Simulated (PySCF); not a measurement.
SMILES CC(=O)[SiH2]C(C)C (C5H12OSi) (GFN2-xTB optimised geometry):

```
19

C      1.719    -1.785     0.000
C      0.212    -1.785     0.000
O     -0.427    -2.812     0.006
Si    -0.675    -0.074     0.000
C     -0.240     0.825     1.633
C     -0.902     2.199     1.693
C     -0.638    -0.005     2.855
H      2.072    -1.294     0.905
H      2.112    -2.798    -0.044
H      2.076    -1.210    -0.852
H     -0.156     0.701    -1.136
H     -2.112    -0.306    -0.116
H      0.845     0.982     1.674
H     -0.598     2.812     0.848
H     -0.627     2.719     2.610
H     -1.985     2.103     1.671
H     -1.714    -0.157     2.878
H     -0.159    -0.982     2.839
H     -0.349     0.503     3.774
```

Computed with PBE0/def2-SVP (PySCF).

Question: What are the frontier orbital energies and the dipole moment?

Answer: HOMO-2 -9.50 eV, HOMO-1 -8.39 eV, HOMO -6.50 eV, LUMO -0.82 eV, LUMO+1 1.27 eV; dipole moment 2.84 D.

Meta-Löwdin charges at PBE0/def2-SVP: C1 -0.35, C2 0.18, O3 -0.37, Si4 0.54, C5 -0.26, C6 -0.30, C7 -0.30, H8 0.12, H9 0.12, H10 0.12, H11 -0.10, H12 -0.09, H13 0.09, H14 0.10, H15 0.10, H16 0.10, H17 0.10, H18 0.10, H19 0.10.
